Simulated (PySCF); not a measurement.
Job for PySCF: R-HF/3-21G on InAs, 2S+1 = 1, a spin state set in the input, which need not be the lowest, a point of a bond scan (R = 2.242 Å).

```python
from pyscf import gto, scf, dft, mp
from pyscf.data.elements import chemcore

mol = gto.M(
    atom='''
    As    0.00000000    0.00000000    0.00000000
    In    0.00000000    0.00000000    2.24227600
    ''',
    basis='3-21g',
    charge=0, spin=0, verbose=3, max_memory=1800)
mf = scf.RHF(mol)
mf.conv_tol = 1e-8
mf.max_cycle = 100
mf.kernel()
if not mf.converged:
    mf = mf.newton().run(mf.mo_coeff, mf.mo_occ)
```

Q: Give the final energy of this run.

A: -7938.0764 hartree.
